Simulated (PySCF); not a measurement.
**Ionising SbH**

UHF-CCSD(T); basis Sb aug-cc-pVDZ-PP with ECP28, H aug-cc-pVDZ; scalar-relativistic core potentials; PySCF 2.14. Neutral (UHF): triplet (π ↑↑), Re = 1.726 Å, ωe = 1884 cm⁻¹, De = 2.38 eV.

SbH⁻ (UHF): doublet (π ↑), Re = 1.743 Å, ωe = 1783 cm⁻¹. The energies at the minima are -239.94287 hartree for SbH and -239.97351 for SbH⁻.

**Question.** Work out the adiabatic electron affinity, without and with harmonic zero-point energies (1 hartree = 27.2114 eV, 1 eV = 8065.5 cm⁻¹), and the change of the bond length.

**Answer.** At UHF-CCSD(T): 0.03064 hartree = 0.834 eV between the minima; the zero-point term (1884.0 − 1783.0)/2 cm⁻¹ = +0.006 eV makes it 0.840 eV. Re changes by +1.7 pm against the neutral. The electron enters a π orbital, which is non-bonding in a hydride.

Correlated steps freeze 4 core orbitals. Correlated levels converge slowly with the basis: in double zeta they bind strong bonds too weakly, by up to about 1 eV, and carry superposition errors of some tenths. These are scalar-relativistic numbers at best; spin–orbit coupling would shift them, the dissociation energy most. States were picked by a PBE0 search and need not be the measured ground states.
